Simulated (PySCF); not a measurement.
## Correlation energy of As³⁺ (arsenic, charge +3)

[Ar] 3d10 4s2, closed-shell 1S. Computed with PySCF 2.14 in cc-pVDZ-DK (5s4p2d, 27 functions), with scalar relativity by spin-free X2C-1e. Frozen: [Ar] 3d10; 2 electrons correlated.

Total MP2 correlation energy: -27.22 mhartree.

Same-spin part 0.00 and opposite-spin part -27.22 mhartree; SCS-MP2 scales them by 1/3 and 6/5 to -32.66 mhartree.

With two correlated electrons CCSD is exact within the correlated space (frozen core and kept virtual orbitals).

```
level  correlation energy (mhartree)
 CCSD                         -39.82
```

Diagnostics: T1 = 0.0025, D1 = 0.0035, largest double amplitude 0.101.

Task: Is a single reference adequate?

Result: Mostly. T1 lies below 0.03, but a double amplitude of this size points to a near-degeneracy that CCSD handles and MP2 describes poorly.
